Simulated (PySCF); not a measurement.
**Working with the constants of CsSb**

UHF-CCSD(T) constants of CsSb, ³Σ⁻ (triplet), unpaired electrons π ↑↑ (Cs def2-SVP with ECP46, Sb def2-SVP with ECP28; scalar-relativistic core potentials (PySCF 2.14); masses 132.9054 and 120.9038 u):

```
ωe              : 88.2 cm⁻¹
ωexe            : 0.241 cm⁻¹
Be              : 0.019113 cm⁻¹
αe              : 6.58e-05 cm⁻¹
D (centrifugal) : 3.59e-09 cm⁻¹
De to Cs + Sb   : 0.65 eV
```

**Question.** Give the vibrational terms G(v) and spacings up to v = 6.

**Answer.** G(v) = ωe(v+½) − ωexe(v+½)².

| v | G(v) (cm⁻¹) | G(v) − G(v−1) | Bv (cm⁻¹) |
| --- | --- | --- | --- |
| 0 | 44.0 |  | 0.01908 |
| 1 | 131.8 | 87.7 | 0.01901 |
| 2 | 219.0 | 87.2 | 0.01895 |
| 3 | 305.7 | 86.8 | 0.01888 |
| 4 | 392.0 | 86.3 | 0.01882 |
| 5 | 477.8 | 85.8 | 0.01875 |
| 6 | 563.1 | 85.3 | 0.01869 |

**Question.** How well does the Morse estimate ωe²/(4ωexe) reproduce De, and what is D0?

**Answer.** It gives 1.00 eV, 154 % of the computed De. D0 = De − G(0) = 0.65 − 0.01 = 0.64 eV.

Correlated steps freeze 4 core orbitals. Correlated levels converge slowly with the basis: in double zeta they bind strong bonds too weakly, by up to about 1 eV, and carry superposition errors of some tenths. These are scalar-relativistic numbers at best; spin–orbit coupling would shift them, the dissociation energy most. The state is the lowest determinant that a PBE0 search found; another state may lie lower at other levels.
